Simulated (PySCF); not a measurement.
Computed IR spectrum (relative IR intensity) of a molecule C₄H₇FSi. The structure is a stationary point at PBE0-D3(BJ)/def2-SVP. Other conformers were not sampled. These are PBE0-D3(BJ)/def2-SVP run with PySCF values and carry that method's errors. Frequencies are harmonic and unscaled.

Lines under 2 % of the strongest are left out, and lines within 2 cm⁻¹ are merged.

```json
[
 {"ν (cm⁻¹)": "253", "relative intensity": "2.5"},
 {"ν (cm⁻¹)": "392", "relative intensity": "3.1"},
 {"ν (cm⁻¹)": "548", "relative intensity": "2.8"},
 {"ν (cm⁻¹)": "622", "relative intensity": "37"},
 {"ν (cm⁻¹)": "633", "relative intensity": "25"},
 {"ν (cm⁻¹)": "725", "relative intensity": "22"},
 {"ν (cm⁻¹)": "875", "relative intensity": "65"},
 {"ν (cm⁻¹)": "899", "relative intensity": "76"},
 {"ν (cm⁻¹)": "914", "relative intensity": "100"},
 {"ν (cm⁻¹)": "937", "relative intensity": "33"},
 {"ν (cm⁻¹)": "940", "relative intensity": "25"},
 {"ν (cm⁻¹)": "957", "relative intensity": "6.7"},
 {"ν (cm⁻¹)": "979", "relative intensity": "6.7"},
 {"ν (cm⁻¹)": "1035", "relative intensity": "6.6"},
 {"ν (cm⁻¹)": "1063", "relative intensity": "5.4"},
 {"ν (cm⁻¹)": "1078", "relative intensity": "4.6"},
 {"ν (cm⁻¹)": "1170", "relative intensity": "39"},
 {"ν (cm⁻¹)": "1199", "relative intensity": "18"},
 {"ν (cm⁻¹)": "1233", "relative intensity": "6.2"},
 {"ν (cm⁻¹)": "1332", "relative intensity": "23"},
 {"ν (cm⁻¹)": "1444", "relative intensity": "3.9"},
 {"ν (cm⁻¹)": "2234", "relative intensity": "46"},
 {"ν (cm⁻¹)": "2244", "relative intensity": "90"},
 {"ν (cm⁻¹)": "2247", "relative intensity": "82"},
 {"ν (cm⁻¹)": "3063", "relative intensity": "17"},
 {"ν (cm⁻¹)": "3139", "relative intensity": "3.7"},
 {"ν (cm⁻¹)": "3211", "relative intensity": "3.4"},
 {"ν (cm⁻¹)": "3243", "relative intensity": "5.6"}
]
```

Problem. Identify the compound among the candidates.
A) C#CC[Si@@H](C)F
B) C[C@@]1(F)C=C[SiH2]1
C) CC1=C[SiH2][C@@H]1F
D) F[C@]1([SiH3])C=CC1

Solution. D, F[C@]1([SiH3])C=CC1
